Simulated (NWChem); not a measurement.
# Basis-set convergence for H3AlO3

SMILES: [OH][Al]([OH])[OH]
```xyz
7

Al     0.0000     0.0000     0.0000
O      1.4684     0.8540     0.0000
H      1.5295     1.8132     0.0000
O     -1.4737     0.8447     0.0000
H     -2.3350     0.4182     0.0000
O      0.0052    -1.6986     0.0000
H      0.8052    -2.2315     0.0000
```
Charge 0, spin multiplicity 1.

Everything below was run with NWChem. The geometry was optimised at B3LYP/def2-SVP, a minimum by its harmonic frequencies. It is one conformer; others weren't searched.

Quantity: vertical ionisation energy at the level ΔB3LYP (Δ: difference of total energies, the cation a doublet at the parent's geometry with its hole in an orbital of symmetry a" (Cs labels); it is the state that the SCF runs reached, from PBE0 orbitals for Hartree-Fock references, and need not be the lowest).

B3LYP has NWChem's definition, with VWN1-RPA local correlation. The Pople sets run with spherical d functions. The structure started from a generated list of species. The stability of the SCF solutions was not checked.

Relative cost: rough, from shared machines, SCF included, STO-3G = 1.

| basis | functions | vertical ionisation energy (eV) | relative cost |
|---|---|---|---|
| STO-3G | 27 | 6.26 | 1 |
| pcseg-1 | 75 | 11.30 | under 3 |
| def2-SVP | 75 | ___ | under 3 |
| 6-31+G* | 82 | 11.30 | under 3 |
| 6-311G** | 98 | ___ | under 3 |
| 6-311++G** | 117 | ___ | 4 |
| pcseg-2 | 166 | 11.32 | 9 |
| def2-TZVPP | 177 | 11.25 | 6 |

Task: Some entries are withheld; supply them.

Result: 
- def2-SVP, vertical ionisation energy (eV): 10.94
- 6-311G**, vertical ionisation energy (eV): 11.07
- 6-311++G**, vertical ionisation energy (eV): 11.36
